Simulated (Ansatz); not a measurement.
Harmonic frequencies (cm⁻¹) at PBE0-D4/def2-TZVP from Ansatz: 88, 121, 168, 254, 288, 428, 535, 706, 730, 753, 2159, 3460.

Task: Which molecule is it?
A. `C#[C][Ga]([F])[Cl]`
B. `[CH3][GaH][Cl]`
C. `[NH2][GaH2]`
D. `N#[C][GaH2]`

Result: A.
